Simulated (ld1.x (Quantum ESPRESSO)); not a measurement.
## An all-electron radial function and its pseudo partner (Si)

Columns: radius, all-electron u(r) and pseudo u(r) of the 3s shell (level -14.73 eV) of silicon in the configuration [Ne] 3s2 3p1.5; PW91, non-relativistic, TM scheme, ld1.x (Quantum ESPRESSO) 7.5.

| r (bohr) | all-electron | pseudo |
| --- | --- | --- |
| 0.103 | 0.1207 | 0.0322 |
| 0.205 | -0.1443 | 0.0645 |
| 0.308 | -0.3151 | 0.0982 |
| 0.410 | -0.3441 | 0.1332 |
| 0.513 | -0.2740 | 0.1709 |
| 0.615 | -0.1507 | 0.2118 |
| 0.718 | -0.0044 | 0.2581 |
| 0.820 | 0.1416 | 0.3106 |
| 0.923 | 0.2784 | 0.3713 |
| 1.025 | 0.3974 | 0.4389 |
| 1.128 | 0.4984 | 0.5116 |
| 1.230 | 0.5796 | 0.5819 |
| 1.332 | 0.6430 | 0.6431 |
| 1.435 | 0.6906 | 0.6906 |
| 1.538 | 0.7230 | 0.7230 |
| 1.640 | 0.7421 | 0.7421 |
| 1.743 | 0.7499 | 0.7499 |
| 1.845 | 0.7481 | 0.7481 |
| 1.948 | 0.7382 | 0.7382 |
| 2.050 | 0.7220 | 0.7220 |
| 2.153 | 0.7006 | 0.7006 |
| 2.255 | 0.6756 | 0.6756 |
| 2.358 | 0.6474 | 0.6474 |
| 2.460 | 0.6176 | 0.6176 |
| 2.562 | 0.5865 | 0.5865 |
| 2.665 | 0.5545 | 0.5545 |

(1) How many radial nodes do the two functions have?

(2) At about which radius was the pseudo-wave matched?

(3) Where does each function peak?

(4) Is the pseudo-wave norm-conserving?

Answers

(1) The all-electron 3s function has n − l − 1 = 2; the pseudo-wave has 0, since the states of the same l below it are removed with the core.

(2) 1.45 bohr. The columns agree to 0.0005 from 1.33 bohr on; several derivatives are matched, so the curves merge somewhat inside the radius.

(3) Outermost all-electron maximum near 1.74 bohr, pseudo maximum near 1.74 bohr (to the table’s step).

(4) Yes: the TM scheme keeps the norm inside the radius equal to the all-electron one, which fixes the energy derivative of the logarithmic derivative at the level.
